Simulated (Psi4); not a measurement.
cyclobutene (C4H6), singlet, at a GFN2-xTB geometry; MP2/STO-3G in Psi4 1.11.

Psi4 was given this input:
```
memory 2 GB

molecule mol {
0 1
C     0.005224   -0.658035    0.811605
C     0.002586    0.670790    0.801108
C    -0.001816   -0.780771   -0.686791
C    -0.004895    0.769811   -0.699039
H     0.010431   -1.406248    1.583546
H     0.004797    1.431119    1.561133
H    -0.890624   -1.244222   -1.112438
H     0.884612   -1.240765   -1.121062
H     0.879713    1.226403   -1.140551
H    -0.895522    1.222946   -1.131927
}

set {
  basis sto-3g
  reference rhf
  freeze_core true
  mp2_type conv
  scf_type pk
  puream true
  d_convergence 1e-8
}

energy('mp2')
print_variables()
```

Output, abridged:

```
   => Loading Basis Set <=

    Name: STO-3G
    Role: ORBITAL
    Keyword: BASIS

         ---------------------------------------------------------
                                   SCF
               by Justin Turney, Rob Parrish, Andy Simmonett
                          and Daniel G. A. Smith
                              RHF Reference
         ---------------------------------------------------------

  ==> Geometry <==

    Molecular point group: c1
    Full point group: C1

    Geometry (in Angstrom), charge = 0, multiplicity = 1:

       Center              X                  Y                   Z               Mass
    ------------   -----------------  -----------------  -----------------  -----------------
         C            0.005102931012    -0.658232767827     0.786614787109    12.000000000000
         C            0.002464931012     0.670592232173     0.776117787109    12.000000000000
         C           -0.001937068988    -0.780968767827    -0.711781212891    12.000000000000
         C           -0.005016068988     0.769613232173    -0.724029212891    12.000000000000
         H            0.010309931012    -1.406445767827     1.558555787109     1.007825032230
         H            0.004675931012     1.430921232173     1.536142787109     1.007825032230
         H           -0.890745068988    -1.244419767827    -1.137428212891     1.007825032230
         H            0.884490931012    -1.240962767827    -1.146052212891     1.007825032230
         H            0.879591931012     1.226205232173    -1.165541212891     1.007825032230
         H           -0.895643068988     1.222748232173    -1.156917212891     1.007825032230

  Running in c1 symmetry.

  Rotational constants: A =      0.43911  B =      0.41755  C =      0.23281 [cm^-1]
  Rotational constants: A =  13164.20303  B =  12517.82936  C =   6979.33989 [MHz]
  Nuclear repulsion =  114.177300198703122

  Charge       = 0
  Multiplicity = 1
  Electrons    = 30
  Nalpha       = 15
  Nbeta        = 15

  ==> Algorithm <==

  SCF Algorithm Type is PK.
  DIIS enabled.
  MOM disabled.
  Fractional occupation disabled.
  Guess Type is SAD.
  Energy threshold   = 1.00e-08
  Density threshold  = 1.00e-08
  Integral threshold = 1.00e-12

  ==> Primary Basis <==

  Basis Set: STO-3G
    Blend: STO-3G
    Number of shells: 18
    Number of basis functions: 26
    Number of Cartesian functions: 26
    Spherical Harmonics?: true
    Max angular momentum: 1

  ==> Integral Setup <==

  Using in-core PK algorithm.
   Calculation information:
      Number of atoms:                  10
      Number of AO shells:              18
      Number of primitives:             54
      Number of atomic orbitals:        26
      Number of basis functions:        26

      Integral cutoff                 1.00e-12
      Number of threads:                 1

  Performing in-core PK
  Using 123552 doubles for integral storage.
  We computed 14356 shell quartets total.
  Whereas there are 14706 unique shell quartets.

  ==> DiskJK: Disk-Based J/K Matrices <==

    J tasked:                  Yes
    K tasked:                  Yes
    wK tasked:                  No
    Schwarz Cutoff:          1E-12

  Minimum eigenvalue in the overlap matrix is 1.6440662948E-01.
  Reciprocal condition number of the overlap matrix is 6.1393092967E-02.
    Using symmetric orthogonalization.

  ==> Pre-Iterations <==

  SCF Guess: Superposition of Atomic Densities via on-the-fly atomic UHF (no occupation information).

   -------------------------
    Irrep   Nso     Nmo
   -------------------------
     A         26      26
   -------------------------
    Total      26      26
   -------------------------

  ==> Iterations <==

                        Total Energy        Delta E     RMS |[F,P]|

   @RHF iter SAD:  -149.97389669158855   -1.49974e+02   0.00000e+00
   @RHF iter   1:  -153.02880131538782   -3.05490e+00   4.23733e-03 DIIS/ADIIS
[...]
  @RHF Final Energy:  -153.03896750451059
    Total Energy =                       -153.0389675045105946
  DIE_IF_NOT_CONVERGED          => (empty)
[...]
  PARENT_SYMMETRY               => (empty)
  PCG_BETA_TYPE                 => (empty)
  PCG_CONVERGENCE               => (empty)
  PCG_MAXITER                   => (empty)
  PCM                           => (empty)
  PE                            => (empty)
  PRINT                         => (empty)
  PRINT_NOONS                   => (empty)
  PROPERTIES                    => (empty)
  PROPERTIES_ORIGIN             => (empty)
  PUREAM                        => TRUE            !
  QC_MODULE                     => (empty)
  RAS1                          => (empty)
  RAS2                          => (empty)
  RAS3                          => (empty)
  RAS4                          => (empty)
  RELATIVISTIC                  => (empty)
  RELAXED                       => (empty)
  REMP_A                        => (empty)
  RESTRICTED_DOCC               => (empty)
  RESTRICTED_UOCC               => (empty)
  RMS_MOGRAD_CONVERGENCE        => (empty)
  R_CONVERGENCE                 => (empty)
  SCF_TYPE                      => PK              !
  SCREENING                     => (empty)
  SCS_TYPE                      => (empty)
  SOCC                          => (empty)
  SOS_TYPE                      => (empty)
  SPIN_SCALE_TYPE               => NONE            !
  SS_SCALE                      => (empty)
  SYMMETRIZE                    => (empty)
  TPDM_ABCD_TYPE                => (empty)
  WFN                           => (empty)
  WFN_TYPE                      => OMP2            !
  WRITER_FILE_LABEL             => (empty)
  ZORA_BASIS_TOLERANCE          => (empty)
  ZORA_NR_DEBUG                 => (empty)
  ZORA_PRUNING_SCHEME           => (empty)
  ZORA_RADIAL_POINTS            => (empty)
  ZORA_SPHERICAL_POINTS         => (empty)

 ==============================================================================
 ==============================================================================
 ==============================================================================

                             MP2
                    Program Written by Ugur Bozkaya,
              Additional Contributions by J. P. Misiewicz

 ==============================================================================
 ==============================================================================
 ==============================================================================

	MO spaces per irreps...

	IRREP   FC    OCC   VIR  FV
	==============================
	   A     4    11    11    0
	==============================

	Cost of iabc is      0 MB
	Cost of abcd is      0 MB
	Switching to the incore algorithm for iabc..
	Switching to the incore algorithm for abcd..

	Computing MP2 energy using SCF MOs (Canonical MP2)...
	==============================================================================
	Nuclear Repulsion Energy (a.u.)    :   114.17730019870312
	SCF Energy (a.u.)                  :  -153.03896750451059
	REF Energy (a.u.)                  :  -153.03896750451059
	Alpha-Alpha Contribution (a.u.)    :    -0.01565553361011
	Alpha-Beta Contribution (a.u.)     :    -0.19028875423000
	Beta-Beta Contribution (a.u.)      :    -0.01565553361011
	Scaled_SS Correlation Energy (a.u.):    -0.01043702240674
	Scaled_OS Correlation Energy (a.u.):    -0.22834650507600
	SCS-MP2 Total Energy (a.u.)        :  -153.27775103199332
	SOS-MP2 Total Energy (a.u.)        :  -153.26731400958658
	SCSN-MP2 Total Energy (a.u.)       :  -153.09407498281820
	SCS-MP2-VDW Total Energy (a.u.)    :  -153.29819264353512
	SOS-PI-MP2 Total Energy (a.u.)     :  -153.30537176043259
	MP2 Correlation Energy (a.u.)      :    -0.22159982145022
	MP2 Total Energy (a.u.)            :  -153.26056732596081
	==============================================================================

  Variable Map:
  ----------------------------------------------------------------------------
[...]
  Array Variable Map:
  ----------------------------------------------------------------------------
[...]
[...]
```
